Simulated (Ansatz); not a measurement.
In(PF3)Br3 (InPBr3F3). The state is a singlet with charge 0. Geometry B3LYP-D4/def2-SVP; atoms count from 1.

```xyz
8

In    1.367   -0.004    0.985
P    -0.996    0.001   -0.716
F    -2.245   -0.865   -0.265
F    -0.845   -0.509   -2.209
F    -1.715    1.388   -0.979
Br    2.614    1.531   -0.532
Br    1.695   -2.467    0.780
Br    0.126    0.925    2.937
```

In the def2 sets In takes a core potential; there is no spin–orbit coupling.

Estimate the Mulliken populations from the PBE0/def2-TZVP orbitals of Ansatz.


| atom | charge (e) |
| --- | --- |
| In1 | 0.77 |
| P2 | 0.81 |
| F3 | -0.20 |
| F4 | -0.20 |
| F5 | -0.20 |
| Br6 | -0.33 |
| Br7 | -0.33 |
| Br8 | -0.33 |
Mulliken values depend strongly on the basis.

And the Mayer bond orders between heavy atoms (over 0.3)?

In1–P2 0.36 (2.91 Å); In1–Br6 0.95 (2.49 Å); In1–Br7 0.96 (2.49 Å); In1–Br8 0.96 (2.49 Å); P2–F3 1.16 (1.58 Å); P2–F4 1.16 (1.58 Å); P2–F5 1.16 (1.58 Å).
